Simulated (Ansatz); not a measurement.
Cl₂H₂MoO₃ (`[O]=[Mo]([OH])([OH])([Cl])[Cl]`): the same geometry under several functionals.

```yaml
crystal:
  periodic: [false, false, false]
  atoms:
    - {symbol: O, position_ang: [-1.592278, -0.684839, 0.989274]}
    - {symbol: Mo, position_ang: [-0.438604, 0.060875, 0.079624]}
    - {symbol: O, position_ang: [1.328188, -0.490706, 0.520971]}
    - {symbol: O, position_ang: [-0.208570, -1.144697, -1.305158]}
    - {symbol: Cl, position_ang: [-1.444420, 1.600736, -1.254766]}
    - {symbol: Cl, position_ang: [0.094105, 1.806326, 1.524569]}
    - {symbol: H, position_ang: [1.758062, 0.007853, 1.222406]}
    - {symbol: H, position_ang: [0.595618, -1.212548, -1.832619]}
basis:
  gaussian: {orbitals: def2-TZVPP}
hamiltonian: {xc: {name: BLYP}, dispersion: d4}
output: {orbitals: {seedname: orbitals}}
```

```sh
$ ansatz run in.yaml --threads 4 --pin off --events-out ev --progress --plain --max-ram 11315MiB
```

Shortened log:

```
Functional definition: BLYP
1458 factors; their error is unknown
mean field evaluation 1: about -33059.0288 eV, gradient 1.2e2 eV
mean field evaluation 2: about -32675.8799 eV, gradient 4.1e2 eV
mean field evaluation 4: about -33057.8892 eV, gradient 1.2e2 eV
mean field evaluation 8: about -33083.4017 eV, gradient 3.6e0 eV
mean field evaluation 16: about -33083.3995 eV, gradient 3.1e-2 eV
mean field -33083.39951421 eV, -1215.7925074135 hartree, gradient 1.7e-5 eV, S^2 0.000000; 0 other end points of the search recorded, 0 dependent functions left out
reference -33083.39992901 eV, -1215.7925226574 hartree; 37, 37 occupied and 224, 224 virtual orbitals, 1458 factors
Total energy: -33083.99900091 eV, -1215.8145381433 hartree
```

It took 3.7 s on 4 threads of an Arm Neoverse V2 on a shared host, with 0.4 GiB of host memory at the peak.

The same input with `hamiltonian: {xc: {name: PBE-QIDH}}` (abridged; 9.5 s):

```
Functional definition: PBE-QIDH
mean field evaluation 16: about -33043.9150 eV, gradient 3.2e-3 eV
mean field -33043.91500383 eV, -1214.3414784206 hartree, gradient 6.7e-6 eV, S^2 0.000000
13 core orbitals not correlated: weight in the atoms' cores, before any rotation towards them, 1.000 or more for the frozen orbitals, at most 0.000 for the correlated occupied ones
second order -54.00927614 eV of doubles, -0.00000000 eV of singles
Total energy: -33061.91811246 eV, -1215.0030804599 hartree
```

The same input with `hamiltonian: {xc: hse06, dispersion: d4}` (abridged; 6 s):

```
Functional definition: HSE06
mean field evaluation 16: about -33068.2228 eV, gradient 4.7e-3 eV
mean field -33068.22275661 eV, -1215.2347718589 hartree, gradient 2.9e-5 eV, S^2 0.000000
Total energy: -33068.44677963 eV, -1215.2430045529 hartree
```

With the line `hamiltonian: {xc: {name: wB97X-V}}` (abridged; 13 s):

```
Functional definition: wB97X-V
mean field evaluation 16: about -33076.6717 eV, gradient 1.3e-3 eV
mean field -33076.67168532 eV, -1215.5452642620 hartree, gradient 5.1e-5 eV, S^2 0.000000
Total energy: -33076.67168238 eV, -1215.5452641543 hartree
```

The same input with `hamiltonian: {xc: {name: B97M-V}}` (abridged; 14 s):

```
Functional definition: B97M-V
mean field evaluation 16: about -33076.3078 eV, gradient 6.5e-3 eV
mean field -33076.30784814 eV, -1215.5318934924 hartree, gradient 7.0e-5 eV, S^2 0.000000
Total energy: -33076.30794172 eV, -1215.5318969314 hartree
```

Changing it to `hamiltonian: {xc: {name: revPBE}, dispersion: d4}` (abridged; 3.2 s):

```
Functional definition: revPBE
mean field evaluation 16: about -33079.7784 eV, gradient 5.5e-2 eV
mean field -33079.77843905 eV, -1215.6594353560 hartree, gradient 6.4e-5 eV, S^2 0.000000
Total energy: -33080.50861305 eV, -1215.6862687554 hartree
```

HSE06 is the plane-wave form, built on full-range PBE exchange.
